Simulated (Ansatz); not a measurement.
Consider the formal exchange of groups at a C–C bond: `CC([SiH3])CO` + `O[SiH2][SiH3]` → `OC[SiH](O)[SiH3]` + `CC[SiH3]`.

Isolated molecules relaxed with PBE0-D4/def2-TZVP in Ansatz; ΔE leaves out vibrations. CCSD(T)/CBS adds triple-zeta CCSD(T) − MP2 to the extrapolated MP2 energy (def2 sets, frozen cores). Functionals use def2-TZVPP. B3LYP here is the variant with VWN-RPA as its local correlation; programs differ in this. One conformer a species, not always the lowest.

| level | ΔE (kcal/mol) | difference from CCSD(T)/CBS |
| --- | --- | --- |
| B3LYP-D4 | -5.3 | -1.3 |
| ωB97X-V | -4.2 | -0.2 |
| ωB97M-V | -4.7 | -0.7 |
| B2PLYP | -4.8 | -0.8 |
| PBE0 | -5.3 | -1.3 |
| B3LYP | -5.7 | -1.7 |
| HF/def2-QZVPP | -3.2 | 0.8 |
| MP2/def2-QZVPP | -3.6 | 0.4 |
| MP2/CBS(def2) | -3.7 | 0.3 |
| CCSD/CBS(def2) | -3.9 | 0.1 |
| CCSD(T)/CBS | -4.0 | 0 |

Largest T1 diagnostic among the species: 0.012.

From PBE to PBE0 (25 % exact exchange), in def2-TZVPP and without D4, ΔE moves by +0.9 kcal/mol.
